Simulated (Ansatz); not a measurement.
```xyz
2

O     0.0000    0.0000   -0.5194
O     0.0000    0.0000    0.5194
```

Basis set: 6-31G (spherical functions). Correlated methods keep 2 orbitals frozen. Charge 0, multiplicity 3.

Computed with Ansatz (development build ahead of 0.2.0); the reference of a correlated method needn't be the lowest determinant of its kind.

Question: Give the atomization energy at this shape (free ground-state atoms in the same class of orbitals less the molecule, no zero-point energy) of triplet O2 by UHF-CCSD(T), UHF-BCCD(T).

Answer:

```json
{"method": "UHF-CCSD(T)", "atomization energy": "6.92 kcal/mol"}
{"method": "UHF-BCCD(T)", "atomization energy": "6.89 kcal/mol"}
```

Caution: the reference determinant was not shown to be the lowest; the shape is not the minimum.

This basis has no polarisation functions and is too small for such energies, which can lie far from measured ones in either direction.
